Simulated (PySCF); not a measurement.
A structure optimised at PBE0-D3(BJ)/def2-SVP, used in a PySCF frequency run:

```
V
O 1 1.5274
Cl 1 2.1268 2 107.92
Cl 1 2.1268 2 107.92 3 -120.00
Cl 1 2.1268 2 107.92 3 120.00
```
Charge 0, spin multiplicity 1.

Write its SMILES, formula and point group.

[O]=[V]([Cl])([Cl])[Cl], Cl₃OV, C3v

What are its rotational constants (standard atomic weights)?

1.7497, 1.7497, 1.1605 GHz
